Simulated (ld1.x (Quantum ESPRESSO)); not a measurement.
Results of a calculation; reference values are marked as such.
Potentials for phosphorus (P) compared

Generated with ld1.x 7.5 (TM, RRKJ, ultrasoft, PAW), atompaw 4.2 or ONCVPSP 4.0.1. The cutoff is in Ry: for ld1.x and atompaw files where the sum of valence levels is converged to 10 mRy in a Bessel basis, for ONCV files where the hardest occupied wave has 1 mHa per electron of residual kinetic energy. The error is the largest all-electron minus pseudo excitation energy over each file’s own four to seven test configurations (ionisations up to +4, promotions, holes and added fractions of an electron), all of which were solved. The labels leave out finer settings (local radius, basis sizes, second energies), which also bear on the numbers. Spin-polarised tests are not counted. The rows are a selection from randomly drawn settings: files with unsolved tests, undetermined cutoffs or missed reference levels are left out.

```tsv
potential	cutoff (Ry)	largest error (meV)	bound ghosts
PAW, revPBE, scalar-relativistic, rc 1.40/1.90/1.45 (spd), local smoothed, core correction yes, reference 3s1 3p4	18	+22	none
RRKJ, BP86, scalar-relativistic, rc 1.70/1.45/1.80 (spd), local p, core correction yes, reference 3s1.75 3p3.25	40	+43	none
ultrasoft, LDA (PZ), scalar-relativistic, rc 1.85/1.50 (sp), local smoothed, core correction no, reference 3s1.5 3p3.5	10	+359	none
ultrasoft, PBE, non-relativistic, rc 1.60/1.40/1.65 (spd), local smoothed, core correction no, reference 3s2 3p2.5	12	+62	none
TM, BLYP, non-relativistic, rc 1.45/1.70 (sp), local p, core correction yes, reference 3s2 3p0	35	+86	none
TM, PBE, non-relativistic, rc 1.55/1.20/1.40 (spd), local smoothed, core correction no, reference 3s2 3p3	70	+194	none
```

(1) Fill in the row for P: TM, LDA (PZ), non-relativistic, rc 1.25/1.65/1.70 (spd), local smoothed, core correction yes, reference 3s1 3p4.

(2) Fill in the row for P: TM, BLYP, non-relativistic, rc 1.10/1.55 (sp), local s, core correction no, reference 3s2 3p3.

(3) Fill in the row for P: TM, LDA (PZ), scalar-relativistic, rc 1.60/1.90 (sp), local p, core correction yes, reference 3s2 3p2.

Answers

(1) cutoff 40 Ry, largest error +99 meV, bound ghosts: none.

(2) cutoff 70 Ry, largest error +221 meV, bound ghosts: none.

(3) cutoff 25 Ry, largest error +47 meV, bound ghosts: none.
